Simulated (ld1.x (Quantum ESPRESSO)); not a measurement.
# P (Z = 15): excitation energies, all-electron against TM

ld1.x (Quantum ESPRESSO) 7.5 input, shortened:

```
&input
   title='P', zed=15., rel=1, dft='WC', iswitch=3,
   config='[Ne] 3s2 3p3'
 /
 &inputp
   pseudotype=2, tm=.true., lloc=0,
   nlcc=.true.
 /
2
3P  2  1   3.00   0.00  2.00  2.00  0.0
3S  1  0   2.00   0.00  1.35  1.35  0.0
 &test
   configts(1)='3s2 3p3'
 /
```

Energies are relative to the spin-unpolarised reference configuration 3s2 3p3; without spin polarisation the order of configurations can differ from experiment. The frozen-core shift is the all-electron ΔE with the core orbitals held at their reference shape minus the fully relaxed ΔE.

```json
{"valence configuration": "3s2 3p2", "charge": "+1", "ΔE all-electron (eV)": "9.706", "error AE − PS (meV)": "+3.2", "frozen-core shift (meV)": "+1.2"}
{"valence configuration": "3s2 3p1", "charge": "+2", "ΔE all-electron (eV)": "28.846", "error AE − PS (meV)": "+22", "frozen-core shift (meV)": "+11"}
{"valence configuration": "3s2 3p0", "charge": "+3", "ΔE all-electron (eV)": "58.603", "error AE − PS (meV)": "+70", "frozen-core shift (meV)": "+46"}
{"valence configuration": "3s1 3p0", "charge": "+4", "ΔE all-electron (eV)": "110.594", "error AE − PS (meV)": "+144", "frozen-core shift (meV)": "+158"}
{"valence configuration": "3s2 3p2.5", "charge": "+0.5", "ΔE all-electron (eV)": "3.762", "error AE − PS (meV)": "+0.4", "frozen-core shift (meV)": "+0.2"}
{"valence configuration": "3s0 3p5", "charge": "0", "ΔE all-electron (eV)": "17.175", "error AE − PS (meV)": "-5.1", "frozen-core shift (meV)": "+2.4"}
```

Problem. What are ΔE and the potential's error for 3s1 3p3?

Solution. ΔE = 18.815 eV all-electron; the error (AE − PS) is +4.7 meV.

Levels in the configuration 3s0 3p5:

| level | all-electron (eV) | pseudo (eV) |
| --- | --- | --- |
| 3p | -6.565 | -6.560 |
